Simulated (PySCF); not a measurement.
A structure optimised at PBE-D3(BJ)/def2-SVP, used in a PySCF frequency run:

```
Si
F 1 1.6220
F 1 1.6220 2 107.42
F 1 1.6245 2 107.50 3 115.43
Si 1 2.3409 2 112.53 3 -124.40
F 5 1.6403 1 108.06 2 60.77
H 5 1.4999 6 109.36 1 -119.36
H 5 1.4999 7 110.62 6 120.51
```

Task: Write its SMILES, formula and point group.

Result: F[SiH2][Si](F)(F)F, F4H2Si2, Cs

Task: What are its rotational constants (standard atomic weights)?

Result: 3.2376, 1.3717, 1.3009 GHz
